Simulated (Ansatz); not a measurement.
Geometry optimisation, RHF/def2-SVP in Ansatz.

The input (input.yaml):

```yaml
crystal:
  periodic: [false, false, false]
  atoms:
    - { symbol: B, position_ang: [0.091483, -0.546562, -0.256076] }
    - { symbol: F, position_ang: [-0.246839, 0.372598, 2.07191] }
    - { symbol: F, position_ang: [1.196586, 0.128354, -0.443699] }
    - { symbol: F, position_ang: [-1.040605, -0.063726, -0.699677] }
    - { symbol: "N", position_ang: [0.131682, -1.872502, 0.389435] }
    - { symbol: H, position_ang: [-0.653771, -2.482155, 0.276499] }
    - { symbol: H, position_ang: [1.010079, -2.347873, 0.452311] }
    - { symbol: H, position_ang: [-0.165015, -0.527635, 2.177296] }
basis:
  gaussian: { orbitals: def2-SVP }
hamiltonian:
  xc: hf
relax:
  f_tol: 0.03
  max_steps: 50
```

Run as:

```bash
$ ansatz run input.yaml --threads 1 --pin off --max-ram 2048MiB --backend cpu --events-out ev --progress --plain --runs-dir out
```

**Question.** Where does it end, and by what steps?

**Answer.** The run converged. The force dipped under the threshold on the way, but the program's further checks kept it going. After 10 steps the energy has fallen by 0.160 eV; F2 moved furthest, 0.71 Å.

| step | energy less start (eV) | largest force component (eV/Å) | accepted |
| --- | --- | --- | --- |
| 0 | 0.0000 | 2.061 | yes |
| 1 | -0.0705 | 1.819 | yes |
| 2 | -0.1102 | 1.655 | yes |
| 3 | -0.1379 | 0.432 | yes |
| 4 | -0.1505 | 0.505 | yes |
| 5 | -0.1588 | 0.103 | yes |
| 6 | -0.1594 | 0.042 | yes |
| 7 | -0.1601 | 0.010 | yes |
| 8 | -0.1602 | 0.078 | yes |
| 9 | -0.1603 | 0.035 | yes |
| 10 | -0.1604 | 0.002 | yes |

```xyz
8
Properties=species:S:1:pos:R:3
B 0.123 -0.589 -0.493
F -0.284 0.050 2.705
F 1.242 0.027 -0.788
F -0.991 -0.157 -1.034
N 0.113 -1.675 0.404
H -0.690 -2.270 0.458
H 0.971 -2.133 0.641
H -0.161 -0.592 2.075
```

Whether the end is a true minimum wasn't checked by a vibrational analysis.

Run time: 7.4 s on 1 thread of AMD EPYC 9R45 96-Core Processor (Zen 5), on a shared host, peak memory 0.16 GiB.
